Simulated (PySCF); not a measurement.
**Fractional electron number in Hf (hafnium, neutral)**

The 5d alpha orbital of [Xe] 4f14 5d2 6s2 is emptied in steps (occupation f), with all orbitals relaxed, ending at [Xe] 4f14 5d1 6s2. Computed with PySCF 2.14 in aug-cc-pVDZ-PP with ECP60MDF (5s5p4d2f, 54 functions), with scalar relativity through the core potential. The exact energy is a straight line in f; departures are measured from the line between the end points of the same method.

```tsv
f	UHF (eV)	LDA (eV)	PBE (eV)
1	0.000	0.000	0.000
0.9	0.103	-0.333	-0.305
0.7	0.232	-0.780	-0.701
0.5	0.267	-0.926	-0.810
0.3	0.219	-0.765	-0.648
0.1	0.092	-0.316	-0.266
0	0.000	0.000	0.000
```

```tsv
method	E(f=0) − E(f=1) (eV)	−ε at f=1 (eV)	−ε at f=0.5 (eV)
UHF	6.136	7.300	6.098
LDA	7.081	3.403	7.119
PBE	6.845	3.452	7.014
```

Orbital energy along the path (eV):

```
  f     UHF      LDA     PBE
  1  -7.300   -3.403  -3.452
0.9  -7.030   -4.112  -4.148
0.7  -6.539   -5.589  -5.582
0.5  -6.098   -7.119  -7.014
0.3  -5.692   -8.642  -8.242
0.1  -5.312   -9.957  -9.253
  0  -5.130  -10.512  -9.764
```

Reference removal energy between the ground levels: 6.825 eV (measured; NIST Atomic Spectra Database, ionization energies). The calculation has no spin-orbit coupling. UHF lacks correlation.
